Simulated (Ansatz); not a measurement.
Two isomers of C2H8AlB: A = `B[CH2][AlH][CH3]`, B = `C[B](C)[AlH2]`.

Isolated molecules relaxed with PBE0-D4/def2-TZVP in Ansatz; ΔE leaves out vibrations. CBS: MP2 limit from def2 TZ/QZ plus the TZ coupled-cluster correction, frozen cores. Functionals use def2-TZVPP. B3LYP here is the variant with VWN-RPA as its local correlation; programs differ in this. One conformer a species, not always the lowest.

Question: Which isomer does CCSD(T)/CBS put lower? Give the gap. (Estimate.)

Answer: Computed: A, by 71.3 kJ/mol.

Question: Give E(B) − E(A) in kJ/mol with B3LYP-D4, r2SCAN-D4, B2PLYP, HF/def2-TZVPP, B3LYP, ωB97M-V, MP2/def2-TZVPP. (An estimate is asked.)

Answer: The calculation gave: B3LYP-D4 67.8, r2SCAN-D4 71.9, B2PLYP 72.5, HF/def2-TZVPP 61.3, B3LYP 68.1, ωB97M-V 74.3, MP2/def2-TZVPP 80.1. None reverses the order clearly.

Question: Does the order hold for the free energy at 298.15 K (harmonic terms from PBE0-D4)? (An estimate is asked.)

Answer: Ansatz gave: Yes: G(B) − G(A) = +75.8 kJ/mol, for one conformer each. Modes under 60 cm⁻¹, often nearly free rotors, make the harmonic entropy too high.

Largest T1 diagnostic: 0.011.

In def2-TZVPP, CCSD(T) changes the Hartree–Fock value by +9.2 kJ/mol (the triples alone add +2.3 kJ/mol) and MP2 by +18.8 kJ/mol. Leaving LDA and LC-ωPBE aside and taking each functional with its dispersion term where it has one, the values, not all of them listed here, spread over 15.4 kJ/mol, from B97M-V to ωB97M-V.
